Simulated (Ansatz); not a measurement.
Mulliken charges of BH₅O₂Sn, SMILES `OB[O][SnH3]` from ωB97M-V/def2-TZVPP in Ansatz (PBE0-D4/def2-TZVP geometry).

| atom | x (Å) | y (Å) | z (Å) | charge (e) |
| --- | --- | --- | --- | --- |
| O1 | -1.024 | 0.816 | -0.993 | -0.314 |
| B2 | -0.238 | 1.387 | -0.020 | 0.233 |
| O3 | 0.558 | 0.599 | 0.714 | -0.549 |
| Sn4 | 0.623 | -1.371 | 0.425 | 0.673 |
| H5 | -1.563 | 1.448 | -1.471 | 0.183 |
| H6 | -0.266 | 2.575 | 0.167 | 0.006 |
| H7 | 1.167 | -1.649 | -1.163 | -0.076 |
| H8 | -0.929 | -1.997 | 0.729 | -0.076 |
| H9 | 1.760 | -1.854 | 1.595 | -0.081 |

Q: By hand: the dipole of these point charges (1 e Å = 4.8032 D).

A: Σ q r = (-0.069, -0.477, -0.163) e Å, of length 0.509 e Å = 2.44 D.

Q: How does the dipole of the full density compare? (An estimate is asked.)

A: Ansatz gave: (-0.158, -0.184, -0.209) e Å, 1.54 D; the point charges give 1.58 times that, at 35° from its direction.

Point charges leave out the atoms' own dipoles, such as those of lone pairs, and Mulliken's split depends on the basis, so the two needn't agree.
